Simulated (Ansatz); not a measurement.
This geometry of ClH3Sn + H (6 atoms, charge 0, multiplicity 2) is a first-order saddle point.

Theory: UKS PBE-D4/def2-SVP (Ansatz 0.2.0).

```xyz
6
Properties=species:S:1:pos:R:3
Sn 0.001 0.000 -0.003
Cl 0.005 0.000 2.469
H 1.653 0.000 -0.506
H -0.826 1.431 -0.501
H -0.826 -1.431 -0.501
H -0.004 0.000 4.293
```

Problem. Which two structures does it join? (They come from a converged band through this point; their orientation in space is the band's.)

Solution. Bonds broken: Sn1–Cl2. Bonds formed: Cl2–H6. ClH3Sn + H becomes ClH + H3Sn.

First end point:

```xyz
6
Properties=species:S:1:pos:R:3
Sn 0.003 0.000 -0.190
Cl 0.021 0.000 2.189
H 1.654 0.000 -0.688
H -0.828 1.433 -0.669
H -0.828 -1.433 -0.669
H -0.019 0.000 5.279
```

Last end point:

```xyz
6
Properties=species:S:1:pos:R:3
Sn 0.000 0.000 -0.262
Cl 0.003 0.000 3.396
H 1.636 0.000 -0.861
H -0.819 1.417 -0.859
H -0.819 -1.417 -0.859
H 0.001 0.000 4.697
```

Problem. How far does it lie above each of them?

Solution. 0.125 eV above the first and 0.633 eV above the second. This is the barrier of this one path; another mechanism may lie lower.

Time of the run: 110 s on 1 thread of Intel(R) Xeon(R) Platinum 8259CL CPU @ 2.50GHz (Skylake/Cascade Lake), on a shared host, peak memory 0.14 GiB.
